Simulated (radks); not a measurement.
Results of a calculation; reference values are marked as such.
The arsenic ion As4+, configuration [Ar] 3d10 4s1. Code: a radial shooting solver on a logarithmic mesh with Libxc functionals. Model: Dirac Kohn-Sham, LDA (Slater exchange, VWN5 correlation), spin-unpolarised, spherical densities, finite nucleus; Fermi nuclear charge, rms radius 4.0968 fm.

Normalised radial functions P(r) = r R(r) (large component), r in bohr:

r,3p3/2,3d3/2
0.003821,0.0057,0.0000
0.005701,0.0123,0.0001
0.008437,0.0256,0.0003
0.01249,0.0521,0.0010
0.01863,0.1042,0.0030
0.02757,0.1959,0.0086
0.04113,0.3464,0.0245
0.06086,0.5422,0.0643
0.09007,0.7124,0.1562
0.1344,0.6760,0.3445
0.1989,0.2229,0.6441
0.2943,-0.6020,0.9932
0.4391,-1.2906,1.2064
0.6498,-1.2596,1.1023
0.9694,-0.6857,0.7347
1.435,-0.2002,0.3388
2.123,-0.0252,0.0915
3.167,-0.0009,0.0103
4.687,0.0000,0.0003

3p3/2: eigenvalue -182.12 eV, 1 radial node at r = 0.224 bohr, <r> = 0.620 bohr, 90 % of the charge inside 0.951 bohr. 3d3/2: eigenvalue -91.421 eV, 0 radial nodes, <r> = 0.665 bohr, 90 % of the charge inside 1.11 bohr.
